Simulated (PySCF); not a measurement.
Fine-structure interval of Au⁴²⁺ by level of theory

Au⁴²⁺ [Kr] 4d1 [4d3/2^1, M_J = 3/2] → Au⁴²⁺ [Kr] 4d1 [4d5/2^1, M_J = 5/2], as a difference of total energies. Computed with PySCF 2.14 in an uncontracted even-tempered set (16 s from 5.3 bohr⁻², ratio 2.8; 14 p from 6.9 bohr⁻², ratio 2.8; 9 d from 6.9 bohr⁻², ratio 2.8; 3 f from 24 bohr⁻², ratio 3), with the two-component X2C-1e Hamiltonian. Correlated levels: [Ar] 3d10 frozen; the 94 highest virtual spinors dropped. "Screened" scales the spin-orbit matrix elements by Boettger's factors to mimic the two-electron term; Breit and QED terms are absent.

| method | fine-structure interval (cm⁻¹) |
| --- | --- |
| GHF (screened spin-orbit) | 229130 |
| GMP2 (screened spin-orbit) | 229730 |
| GHF (bare spin-orbit) | 262660 |
